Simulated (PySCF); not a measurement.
C3H2, SMILES [C]([CH2])[C] (connectivity only; charge and spin as stated), neutral, multiplicity 1. Coordinates come from a PBE0-D3(BJ)/def2-TZVP optimisation.

PySCF 2.14.0 with TDA-PBE/def2-TZVPD puts the lowest singlet excitations at 1.86, 2.19, 5.89, 6.20, 6.29, 6.95 eV.

**Question.** What are the lowest excitation roots from PySCF with ADC(2)/aug-cc-pVDZ? (An estimate is asked for; the answer gives what the named calculation found.)

**Answer.** 2.10, 2.89, 5.31, 6.89, 7.35, 7.56 eV. S1 differs by 0.24 eV (second minus first; roots are paired by order, and the bases may differ).
